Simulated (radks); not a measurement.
Task: Excited configurations of the arsenic ion As2+: one electron is placed in a higher orbital outside [Ar] 3d10 4s2. The ground configuration is [Ar] 3d10 4s2 4p1. Method: Dirac Kohn-Sham, PBE, spin-unpolarised, spherical densities, point nucleus; open shells fill j = l - 1/2 first; computed with a radial shooting solver on a logarithmic mesh with Libxc functionals. Excitation = E - E(ground); binding = E(ion) - E, where the ion is the core of charge +3; n* = 3/sqrt(2 binding) in atomic units, and the quantum defect is n - n*.

| outer orbital | excitation (eV) | binding (eV) | n* | quantum defect | eigenvalue (eV) | <r> (bohr) |
|---|---|---|---|---|---|---|
| 4d3/2 | 13.324 | 14.652 | 2.891 | 1.109 | -11.418 | 3.268 |
| 4f5/2 | 20.049 | 7.927 | 3.930 | 0.070 | -6.268 | 5.678 |
| 5s1/2 | 12.827 | 15.149 | 2.843 | 2.157 | -12.863 | 4.167 |
| 5f5/2 | 22.660 | 5.316 | 4.799 | 0.201 | -4.389 | 9.734 |
| 6p1/2 | 20.737 | 7.239 | 4.113 | 1.887 | -6.175 | 8.406 |
| 6d3/2 | 22.669 | 5.306 | 4.804 | 1.196 | -4.528 | 10.90 |
| 6f5/2 | 24.225 | 3.750 | 5.714 | 0.286 | -3.182 | 14.79 |
| 7p1/2 | 23.206 | 4.770 | 5.067 | 1.933 | -4.124 | 12.91 |

Estimate the row for 7s1/2.

Result: excitation (eV) 22.570; binding (eV) 5.405; n* 4.760; quantum defect 2.240; eigenvalue (eV) -4.686; <r> (bohr) 11.65. The Delta-SCF ionisation energy is 27.976 eV (NIST Atomic Spectra Database: 28.35 eV, measured). Self-interaction in the functional shifts the binding energies and quantum defects, so they are the method's values and not measured ones. Spin polarisation and multiplet splitting are left out, so open shells lie too high by an amount that depends on their filling.

Beside tabulated values, note that spin-unpolarised runs miss the spin-polarisation part of the exchange energy of open shells.
